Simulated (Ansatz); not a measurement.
Reaction (hydrogenolysis of a C–Cl bond): `ClC[SiH2]Cl` + H₂ → `C[SiH2]Cl` + HCl

Isolated molecules relaxed with PBE0-D4/def2-TZVP in Ansatz; ΔE leaves out vibrations. CCSD(T)/CBS is the MP2 limit (def2-TZVPP, def2-QZVPP) plus CCSD(T) − MP2 in def2-TZVPP, frozen cores. This one scheme is used for every species. One conformer a species, not always the lowest.

| species | HF/def2-QZVPP energy (Eh) |
| --- | --- |
| `ClC[SiH2]Cl` | -1248.27359 |
| H₂ | -1.13348 |
| `C[SiH2]Cl` | -789.33843 |
| HCl | -460.11222 |

(1) Work out ΔE.

Largest T1 diagnostic among the species: 0.009.

Results:

(1) ΔE = (-789.33843) + (-460.11222) − (-1248.27359) − (-1.13348) = -0.04358 Eh = -114.4 kJ/mol. CCSD(T)/CBS gives -96.9 kJ/mol.

Leaving LDA and LC-ωPBE aside and taking each functional with its dispersion term where it has one, the values, not all of them listed here, spread over 19.6 kJ/mol, from B97M-V to revPBE-D4. At CCSD(T), def2-SVP lies −11.2 kJ/mol from the extrapolated value and def2-TZVPP −3.7 kJ/mol.
